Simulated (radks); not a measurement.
Results of a calculation; reference values are marked as such.
All-electron atom: the titanium ion Ti4+ in [Ar] (the NIST ground configuration).

Level of theory: Dirac Kohn-Sham, PBE, spin-unpolarised, spherical densities, finite nucleus; Fermi nuclear charge, rms radius 3.5921 fm (a radial shooting solver on a logarithmic mesh with Libxc functionals).

Energy parts (hartree):
total: -850.22146
kinetic: 858.64923
electron-nucleus: -1986.96033
Hartree: 318.58509
exchange-correlation: -40.49546

Orbitals (lengths in bohr, moments of r in powers of bohr; <r^-3> diverges for s and p1/2):
orbital,occ.,eigenvalue (hartree),<r^2>,<r^-3>
1s1/2,2,-180.8852,0.006514,-
2s1/2,2,-21.77200,0.1247,-
2p1/2,2,-18.50341,0.1024,-
2p3/2,4,-18.29150,0.1042,259.8
3s1/2,2,-4.18644,1.089,-
3p1/2,2,-3.30353,1.218,-
3p3/2,4,-3.27656,1.233,33.28

The highest occupied level is 3p3/2 at -89.160 eV. For comparison, the ionisation energy in NIST's Atomic Spectra Database is 99.30 eV (measured). In exact Kohn-Sham theory the highest level is minus the ionisation energy, but local and semilocal functionals leave it too shallow, through self-interaction and a potential that decays too fast; potentials with the right tail come closer. The density falls to 0.001 e/bohr^3 at r = 2.52 bohr.
